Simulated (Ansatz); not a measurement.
Reaction (ligand exchange at the Hf–O bond): `[OH][Hf]([Cl])([Cl])[Cl]` + HBr → `[Cl][Hf]([Cl])([Cl])[Br]` + H₂O

Gas-phase electronic energies from Ansatz, PBE0-D4/def2-TZVP geometries. CCSD(T)/CBS adds triple-zeta CCSD(T) − MP2 to the extrapolated MP2 energy (def2 sets, frozen cores). This one scheme is used for every species. DFT in def2-TZVPP. HSE06 is defined as in plane-wave codes. def2 core potentials past Kr. For Br, Hf outer-core shells are correlated without core-valence functions, which leaves a few kJ/mol of doubt a bond. Scalar relativity is left out up to krypton. One conformer a species, not always the lowest.

| level | ΔE (kcal/mol) |
| --- | --- |
| HSE06 | -4.6 |
| HF/def2-TZVPP | -3.1 |

Question: What does CCSD(T)/CBS give? (Best estimate.)

Answer: The calculation gave: -5.4 kcal/mol. The listed levels differ from it by 0.8, 2.3 kcal/mol.

Largest T1 diagnostic among the species: 0.014.

In def2-TZVPP, CCSD(T) changes the Hartree–Fock value by −1.1 kcal/mol (the triples alone add −0.7 kcal/mol) and MP2 by −2.7 kcal/mol. Leaving LDA and LC-ωPBE aside and taking each functional with its dispersion term where it has one, the values, not all of them listed here, spread over 4.3 kcal/mol, from PBE-QIDH to CAM-B3LYP-D4. LDA lies +1.0 kcal/mol from PBE without D4.
